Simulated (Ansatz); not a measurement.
H2FGeN, SMILES `[NH2][Ge][F]` (lower singlet) (charge 0, multiplicity 1). This singlet lies 2.92 eV below the relaxed triplet at the level frozen-core CCSD(T)/cc-pVTZ // B3LYP-D3(BJ)/def2-TZVP (Ansatz, a program for electronic structure).

Computed with Ansatz with r2SCAN/cc-pVTZ // B3LYP-D3(BJ)/def2-TZVP.

Ansatz 0.2 input:
```yaml
crystal:
  periodic: [false, false, false]
  atoms:
    - { symbol: N, position_ang: [-0.640861, -0.071143, -0.001487] }
    - { symbol: Ge, position_ang: [0.968042, -0.84149, 0.380002] }
    - { symbol: F, position_ang: [1.926118, 0.570697, -0.13734] }
    - { symbol: H, position_ang: [-1.532728, -0.521456, 0.136906] }
    - { symbol: H, position_ang: [-0.720573, 0.863393, -0.378083] }
basis:
  gaussian: { orbitals: cc-pVTZ }
hamiltonian:
  xc: r2scan
```

Output:

```
Functional definition: r2SCAN
798 factors; their error is unknown
mean field evaluation 1: about -60749.6479 eV, gradient 7.6e1 eV
mean field evaluation 2: about -60696.9619 eV, gradient 1.5e2 eV
mean field evaluation 4: about -60759.1481 eV, gradient 1.9e1 eV
mean field evaluation 8: about -60759.7779 eV, gradient 3.6e-2 eV
mean field evaluation 16: about -60759.7692 eV, gradient 3.0e-5 eV
mean field -60759.76916200 eV, -2232.8803322529 hartree, gradient 3.0e-5 eV, S^2 0.000000; 0 other end points of the search recorded, 0 dependent functions left out
reference -60759.76917120 eV, -2232.8803325908 hartree; 25, 25 occupied and 106, 106 virtual orbitals, 798 factors
Total energy: -60759.76917120 eV, -2232.8803325908 hartree
```
